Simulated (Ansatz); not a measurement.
Relaxation of AlFH$_{7}$NO (11 atoms, charge 0, multiplicity 1), to a largest force component of 0.03 eV/Å in at most 50 steps.

Level of theory: RKS PBE-D4/def2-SVP (Ansatz).

```xyz
11
Properties=species:S:1:pos:R:3:forces:R:3
Al -0.993 -1.080 -0.806 0.76 0.11 0.91
N 0.235 -1.404 0.579 -0.69 0.46 -0.86
H -0.315 -0.927 -2.241 0.00 0.00 0.00
H -2.538 -1.154 -0.436 0.00 0.00 0.00
H -0.592 2.192 -0.151 1.44 0.18 0.86
F -1.341 1.965 -0.635 -0.95 -0.63 -0.65
H 1.067 0.716 0.972 -0.18 -0.50 0.00
O 1.374 1.627 0.793 -0.37 0.37 -0.27
H -0.045 -1.706 1.516 -0.01 0.01 0.01
H 1.188 -1.728 0.386 0.00 0.00 0.00
H 1.960 1.499 0.023 0.00 0.00 0.00
```

Where does it end, and by what steps?

It converged. After 16 steps the energy has fallen by 2.516 eV; H5 moved furthest, 1.00 Å. Parted: H5–F6, H7–O8. Joined: Al1–F6, N2–H7, H5–O8.

```tsv
step	energy less start (eV)	largest force component (eV/Å)	accepted
0	0.0000	1.444	yes
1	-0.2859	0.954	yes
2	-0.6002	0.792	yes
3	-0.9480	0.856	yes
4	-1.2939	0.968	yes
5	-1.4886	1.286	yes
6	-1.6996	0.968	yes
7	-2.0065	2.208	yes
8	-2.2605	2.680	yes
9	-2.4564	1.330	yes
10	-2.4117	0.538	no
11	-2.4869	1.192	yes
12	-2.5091	0.124	yes
13	-2.5087	0.170	no
14	-2.5145	0.057	yes
15	-2.5156	0.052	yes
16	-2.5161	0.012	yes
```

```xyz
11
Properties=species:S:1:pos:R:3
Al -1.085 -0.504 -0.851
N 0.270 -0.957 0.605
H -0.237 -0.767 -2.192
H -2.407 -1.329 -0.468
H 0.220 1.767 0.258
F -1.207 1.193 -0.476
H 0.815 -0.056 0.742
O 1.136 1.659 0.634
H -0.147 -1.215 1.510
H 0.931 -1.704 0.349
H 1.711 1.911 -0.112
```

Time of the run: 44 s on 2 threads of AMD EPYC 7R43 64-Core Processor (Zen 3), on a shared host, peak memory 0.16 GiB.
